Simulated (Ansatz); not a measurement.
**What a proton shuttle does**

BCl₃ ([Cl][B]([Cl])[Cl]) + HF → BCl₂F ([F][B]([Cl])[Cl]) + HCl (links in brackets), a four-centre ligand exchange, has a barrier of 85.0 kJ/mol above its start structure and a step energy of -54.6 kJ/mol. One HF is now added to the ring of the saddle, taking the hydrogen and handing on one of its own. Gas-phase electronic energies, without zero-point energy, by CCSD(T) at an estimated basis limit (MP2 extrapolated from triple and quadruple zeta, plus CCSD(T) − MP2 in triple zeta); Ansatz 0.2.0, def2-TZVPP and QZVPP, frozen cores, on PBE0-D4/def2-TZVP structures. Extrapolation: Hartree–Fock as exp(−7.88 √X), correlation as X^−2.97. Each barrier counts from its own start structure, which holds all the molecules, is reached by relaxing down from the saddle and may not be the deepest complex; no counterpoise correction.

(1) What are the barrier and the step energy with the shuttle? (To be estimated.)

No T1 diagnostic of these runs exceeds 0.012.

For scale, one of the runs: CCSD(T)/def2-TZVPP, 247 basis functions, launched by `ansatz run in.yaml --threads 8 --pin off --events-out ev --progress --plain --max-ram 19148MiB`. Time: 110 s of wall clock on 8 CPU threads of an Arm Neoverse V2; the host was shared. Peak host memory: 5.2 GiB.

Results:

(1) Computed: Barrier 44.6 kJ/mol, 40.4 kJ/mol lower than without; step energy -46.5 kJ/mol, both from the start structure. Counted from all the molecules apart, the saddle lies at 6.7 kJ/mol with the shuttle and at 77.3 kJ/mol without; the start well goes from -7.7 to -37.9 kJ/mol. At the saddle the angle at each passing proton is F–H···Cl 131° without the shuttle, against F–H···F 162° and F–H···Cl 154° with it. Bringing in the extra molecule costs entropy, which these electronic energies leave out.
